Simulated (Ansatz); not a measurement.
C$_{6}$H$_{4}$O$_{2}$, charge -1, doublet, at a GFN2-xTB geometry of the parent state (a state made from the parent by changing its charge; the spin is typed, not shown lowest) (a gas-phase anion, which may not be bound at this level); CAM-B3LYP/6-31G* in Ansatz (a first-principles code).

Input for Ansatz:
Ansatz 0.2 input:
```yaml
crystal:
  periodic: [false, false, false]
  atoms:
    - {symbol: O, position_ang: [2.61718484, 0.51914830, -0.01082416]}
    - {symbol: C, position_ang: [1.42622774, 0.28290845, -0.00589860]}
    - {symbol: C, position_ang: [0.41173671, 1.35470827, 0.04155026]}
    - {symbol: C, position_ang: [-0.89730690, 1.09504462, 0.04696421]}
    - {symbol: C, position_ang: [-1.42622774, -0.28290845, 0.00589860]}
    - {symbol: O, position_ang: [-2.61718484, -0.51914830, 0.01082416]}
    - {symbol: C, position_ang: [-0.41173671, -1.35470827, -0.04155026]}
    - {symbol: C, position_ang: [0.89730690, -1.09504462, -0.04696421]}
    - {symbol: H, position_ang: [0.79604929, 2.36494929, 0.07169503]}
    - {symbol: H, position_ang: [-1.63787548, 1.88215271, 0.08176126]}
    - {symbol: H, position_ang: [-0.79604929, -2.36494929, -0.07169503]}
    - {symbol: H, position_ang: [1.63787548, -1.88215271, -0.08176126]}
basis:
  gaussian:
    orbitals: 6-31G*
hamiltonian:
  xc: cam_b3lyp
total_charge: -1
magnetization: {spin_polarized: true, initial_magnetization: 1}
```

### Question
What does Ansatz print? Leave out banner, timings and long lists.

### Answer

```
Functional definition: CAM-B3LYP
1248 factors; integrals over basis functions are off by at most 1.5e-3 eV
354 factors; integrals over basis functions are off by at most 4.7e-6 eV
mean field evaluation 1: about -10371.1080 eV, gradient 3.5e1 eV
mean field evaluation 2: about -10368.5453 eV, gradient 4.8e1 eV
mean field evaluation 4: about -10375.8206 eV, gradient 2.0e0 eV
mean field evaluation 8: about -10376.1480 eV, gradient 2.1e-1 eV
mean field evaluation 16: about -10376.1491 eV, gradient 4.0e-4 eV
mean field -10376.14909965 eV, -381.3164462058 hartree, gradient 1.4e-5 eV, S^2 0.767734; 0 other end points of the search recorded, 0 dependent functions left out
reference -10376.14919942 eV, -381.3164498722 hartree; 29, 28 occupied and 99, 100 virtual orbitals, 1248 factors
Total energy: -10376.14919942 eV, -381.3164498722 hartree
```
